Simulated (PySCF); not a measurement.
Cl⁺: excitation energy

Cl⁺ [Ne] 3s2 3p4 (3P) → Cl⁺ [Ne] 3s2 3p3 3d1 (5D), as a difference of total energies. All numbers are calculated (PySCF 2.14, no relativity, point nucleus, in aug-cc-pwCVQZ (10s9p7d5f3g, 134 functions)). Correlated levels: valence: [Ne] frozen; valence and next inner shell: 1s2 frozen; nothing frozen. The calculations carry no spin-orbit coupling.

| method | excitation energy (cm⁻¹) | error (cm⁻¹) |
| --- | --- | --- |
| UHF | 103340 | -6614 |
| LDA | 107840 | -2117 |
| PBE | 106500 | -3456 |
| PBE0 | 107260 | -2694 |
| r2SCAN | 107520 | -2435 |
| BHandHLYP | 109630 | -329 |
| TPSS | 107550 | -2408 |
| M06-2X | 110700 | +745 |
| MP2 (valence) | 108300 | -1659 |
| SCS-MP2 (valence) | 110220 | +261 |
| MP2 (valence and next inner shell) | 108570 | -1388 |
| SCS-MP2 (valence and next inner shell) | 110420 | +466 |
| MP2 (all electrons) | 108590 | -1364 |
| SCS-MP2 (all electrons) | 110440 | +481 |

Reference: 109960 cm⁻¹ (measured; NIST levels, between the centres of gravity of the two terms).

The promoted electron is Rydberg-like, and one or two diffuse shells describe it only roughly, which tends to raise the upper state.
